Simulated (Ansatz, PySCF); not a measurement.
Energy difference R1 + R2 → P1 + P2, each structure at its B3LYP-D3(BJ)/def2-TZVP stationary point, reached from a drawn start (curvature not checked).
R1: H atom, charge 0, multiplicity 2.
P1: O2 (SMILES O=O), charge 0, multiplicity 3.
R2, O3 (SMILES O=[O+][O-]) (charge 0, multiplicity 1):
```xyz
3

O      0.000     1.076    -0.214
O      0.000     0.000     0.429
O      0.000    -1.076    -0.214
```
P2, OH (SMILES [OH]) (charge 0, multiplicity 2):
```xyz
2

O      0.000     0.000     0.488
H      0.000     0.000    -0.488
```

P less R. No zero-point or thermal terms; singlets are restricted closed shells; open shells are unrestricted; no spin–orbit coupling.

Cores are frozen in the correlated methods. CBS(a, b) extrapolates the correlation energy as X⁻³ and adds the Hartree–Fock energy of set b.

Codes used: Ansatz (a first-principles code) with Gaussian orbitals; PySCF for M06-2X. No computed number here is a measurement.

| level | reaction energy (eV) |
|---|---|
| BHLYP/def2-TZVPPD | -5.026 |
| M06-2X/def2-TZVPPD | -4.233 |
| wB97X-V/def2-TZVPPD | -4.025 |
| MP2/aug-cc-pVTZ | -2.975 |
| MP2/CBS(aug-cc-pVTZ, aug-cc-pVQZ) | -2.894 |
| SCS-MP2/aug-cc-pVDZ | -3.179 |
| SCS-MP2/aug-cc-pVQZ | ? |
| CCSD(T)/aug-cc-pVQZ | ? |
| CCSD(T)/CBS(aug-cc-pVTZ, aug-cc-pVQZ) | ? |

Q: Complete the blanks.

A: 
- SCS-MP2/aug-cc-pVQZ, reaction energy (eV): -2.977
- CCSD(T)/aug-cc-pVQZ, reaction energy (eV): -3.614
- CCSD(T)/CBS(aug-cc-pVTZ, aug-cc-pVQZ), reaction energy (eV): -3.592
